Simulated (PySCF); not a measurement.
C7H11OP.
Numbering: `[CH2:1]=[CH:2]/[C:3]([O:4][CH3:5])=[P:6]\[CH:7]1[CH2:8][CH2:9]1` (hydrogens: H10, H11 on C1; H12 on C2; H13, H14, H15 on C5; H16 on C7; H17, H18 on C8; H19, H20 on C9)

Level: PBE0/pcSseg-1 in PySCF, non-relativistic, on one gas-phase PBE0-D3(BJ)/def2-SVP geometry that isn't relaxed in the solvent. The solvent is an IEF-PCM continuum (Bondi radii, 1.10 Å for H, scaled by 1.2). The model holds no explicit solvent molecules, cavitation or dispersion.

Gas phase at PBE0/pcSseg-1: HOMO -6.03 eV, LUMO -1.66 eV, dipole 0.64 D.

Task: What does the continuum do to the energy, the frontier levels and the dipole at PBE0/pcSseg-1 in dichloromethane and acetonitrile?

Result: 
```
        solvent      ε  E(solvent) − E(gas) (kJ/mol)  polarisation term (kJ/mol)  distortion of the solute (kJ/mol)  HOMO (eV)  LUMO (eV)  dipole (D)
dichloromethane   8.93                        -14.97                      -16.61                               1.64      -6.16      -1.77        1.02
   acetonitrile  35.69                        -17.38                      -19.67                               2.29      -6.19      -1.80        1.11
```

The first energy column is the sum of the next two and covers electrostatics alone. From dichloromethane to acetonitrile the lowering changes by a factor 1.16, Onsager's factor (ε − 1)/(2ε + 1) by 1.14 and ε itself by 4.0.

Task: Which Hirshfeld charges (PBE0/pcSseg-1) respond most in acetonitrile (means over atoms taken as equivalent)?

Result: 
| atoms | environment | gas (e) | solvent (e) | change |
| --- | --- | --- | --- | --- |
| P6 | phosphorus bonded to 2 C | +0.017 | -0.014 | -0.031 |
| H10 | vinylic hydrogen | +0.051 | +0.060 | +0.009 |
| H16 | methine hydrogen | +0.042 | +0.048 | +0.006 |
| C2 | alkene CH carbon | -0.064 | -0.070 | -0.006 |
| H12 | vinylic hydrogen | +0.045 | +0.050 | +0.005 |
| H18/H19 | methylene hydrogen | +0.048 | +0.053 | +0.005 |
| O4 | ether oxygen | -0.080 | -0.085 | -0.005 |
| H13/H14/H15 | methyl hydrogen | +0.045 | +0.049 | +0.004 |
| C3 | carbon bonded to C, O and P | +0.024 | +0.021 | -0.003 |
| H11 | vinylic hydrogen | +0.042 | +0.044 | +0.002 |
| C8/C9 | three-membered-ring carbon | -0.089 | -0.090 | -0.001 |
| C5 | methoxy carbon | -0.035 | -0.034 | +0.001 |

Task: Which Mayer bond orders change most in acetonitrile?

Result: 
```json
{"bond": "O4–C5", "length (Å)": "1.403", "gas": "0.894", "solvent": "0.882", "change": "-0.012"}
{"bond": "C3–O4", "length (Å)": "1.340", "gas": "1.057", "solvent": "1.066", "change": "+0.009"}
{"bond": "C3–P6", "length (Å)": "1.721", "gas": "1.538", "solvent": "1.533", "change": "-0.005"}
{"bond": "C1–C2", "length (Å)": "1.341", "gas": "1.894", "solvent": "1.889", "change": "-0.005"}
{"bond": "C2–C3", "length (Å)": "1.459", "gas": "1.067", "solvent": "1.063", "change": "-0.004"}
{"bond": "C1–H10", "length (Å)": "1.092", "gas": "0.947", "solvent": "0.943", "change": "-0.004"}
{"bond": "C7–H16", "length (Å)": "1.096", "gas": "0.931", "solvent": "0.927", "change": "-0.004"}
{"bond": "C8–H18", "length (Å)": "1.093", "gas": "0.955", "solvent": "0.951", "change": "-0.004"}
```

Shape of the structure used: `[CH2:1]=[CH:2]/[C:3]([O:4][CH3:5])=[P:6]\[CH:7]1[CH2:8][CH2:9]1`: C1–C2–C3–O4 2°, C2–C3–O4–C5 180°, C3–P6–C7–C8 -152°.
